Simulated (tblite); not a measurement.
Species: C2H8O3Si2.
Z-matrix (Å and degrees, GFN2-xTB geometry), rows numbered from 1:
```
C 
Si  1  1.8816
O   2  1.6375  1  106.96
C   3  1.3815  2  123.88  1   150.77
O   4  1.3828  3  115.07  2   -47.11
Si  5  1.6318  4  126.06  3    39.97
O   6  1.6280  5  108.49  4   -18.32
H   1  1.0837  2  110.42  3    60.88
H   1  1.0861  2  112.48  3   -59.94
H   1  1.0839  2  109.90  3   179.66
H   2  1.4629  1  116.32  3  -123.44
H   4  1.0993  3  107.04  2  -165.79
H   4  1.1030  3  109.42  2    76.28
H   6  1.4572  5  110.60  4    96.51
H   6  1.4504  5  104.70  4  -133.97
```

Method: GFN2-xTB as coded in tblite; computed harmonic values from a numerical Hessian at the method's own geometry, unscaled. The method is semi-empirical: single wavenumbers can be off by several per cent or more. Modes of hydrogen on silicon can be 10 to 20 % off. One conformer, not necessarily the lowest.

Harmonic wavenumbers (cm⁻¹): 63.8, 81.2, 89.3, 140.8, 166.2, 253.4, 311.7, 320.6, 554.2, 595.8, 600.9, 642.9, 665.4, 696.7, 705.9, 747.5, 778.0, 789.8, 806.0, 847.4, 863.8, 960.1, 1073.9, 1089.8, 1134.2, 1252.9, 1364.6, 1370.8, 1470.4, 1481.4, 1485.0, 2266.0, 2306.6, 2370.5, 2828.1, 2899.1, 3037.1, 3065.9, 3068.1.

A = 3109, B = 1620, C = 1196 MHz; mass 136.001 u (most abundant isotopes); point group C1, symmetry number 1.

Task: Zero-point energy?

Result: Half the sum of the wavenumbers: 22623 cm⁻¹ = 64.68 kcal/mol.

Task: Entropy at 400 K, 1 bar (ideal gas, RRHO, classical rotation)?

Result: Translation 42.12, rotation 29.24, vibration 35.11: S = 106.5 cal/(mol K).

Task: And Cp and H(400 K) − H(0)?

Result: Cp = 43.29 cal/(mol K), of which vibrations give 35.34 (their classical limit is 39 R = 77.5); H(400 K) − H(0) = 10.47 kcal/mol without the zero-point energy, 7.29 from vibrations.

Task: Which modes carry the vibrational entropy at 400 K?

Result: 63.8 cm⁻¹: 4.92; 81.2 cm⁻¹: 4.44; 89.3 cm⁻¹: 4.25; 140.8 cm⁻¹: 3.36; 166.2 cm⁻¹: 3.04; 253.4 cm⁻¹: 2.24 cal/(mol K); the other 33 give 12.86 together.

Task: Blend soft modes into free rotors: weight 1/[1 + (100 cm⁻¹/ν̃)⁴] for the oscillator and the rest for a rotor with moment μB/(μ + B), μ = h/(8π²ν), B = 10⁻⁴⁴ kg m². What vibrational entropy results?

Result: 32.46 cal/(mol K) in place of 35.11, which changes −T·S at 400 K by +1.06 kcal/mol.

Task: What must be added to the electronic energy to get the Gibbs energy at 400 K and 1 bar?

Result: ZPE + [H(400 K) − H(0)] − T·S = 64.68 + 10.47 − 42.59 = 32.56 kcal/mol.

Task: How do the functions run with temperature in this model?

Result: 
```
 T (K)  S (cal/(mol K))  Cp (cal/(mol K))  H − H(0) (kcal/mol)  G − H(0) (kcal/mol)  ln q(vib)
   150             76.0              21.7                 2.25                -9.14       2.69
   250             89.2              30.8                 4.87               -17.42       5.03
298.15             95.0              35.2                 6.46               -21.85       6.15
   600            126.4              54.7                20.36               -55.46      12.98
   900            150.7              65.2                38.49               -97.16      19.17
```

q(vib) and H(0) count from the zero-point level.

Hindered rotation and anharmonicity are outside this model. Other conformers, if any are populated, would add a mixing term that is left out. The structure is chiral; the term R ln 2 for an equal mix with its mirror image is left out.

On an Arm Neoverse V1 with one thread, shared host with 32 logical CPUs at a one-minute load of 2.2, this took 0.5 s wall. The figure is for the frequency step alone.
